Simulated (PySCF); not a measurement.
## SiH₂ + 3 Cl₂ → SiCl₄ + 2 HCl

Level: B3LYP in the def2-TZVP basis family, all electrons, no relativity, computed in PySCF with density fitting; open shells unrestricted.

| species | state and structure | ZPE (kJ/mol) | H(298 K) − H(0) (kJ/mol) | S° (J/(mol K)) |
| --- | --- | --- | --- | --- |
| SiH₂ | singlet, C2v, Si–H 1.523 Å (×2); H–Si–H 91.5° | 30.5 | 10.0 | 207.4 |
| Cl₂ | singlet, D∞h, Cl–Cl 2.014 Å | 3.2 | 9.2 | 223.0 |
| SiCl₄ | singlet, Td, Si–Cl 2.036 Å (×4) | 18.9 | 19.6 | 332.3 |
| HCl | singlet, C∞v, H–Cl 1.282 Å | 17.6 | 8.7 | 186.7 |

**Question.** Is the gas-phase reaction uphill or downhill in electronic energy at this level, and by how much?

**Answer.** At B3LYP/def2-TZVP, ΔE = -1061.4 kJ/mol, downhill. 

**Question.** Add zero-point, thermal and entropy terms for 298.15 K and 1 bar.

**Answer.** ΔZPE = 14.0 and Δ[H(298) − H(0)] = -0.6 kJ/mol give ΔH° = -1048.0 kJ/mol. ΔS° = -170.7 J/(mol K), so ΔG° = -1048.0 − 298.15 × (-0.1707) = -997 kJ/mol.

The structures come from searches over a few start shapes, so lower isomers are not excluded.
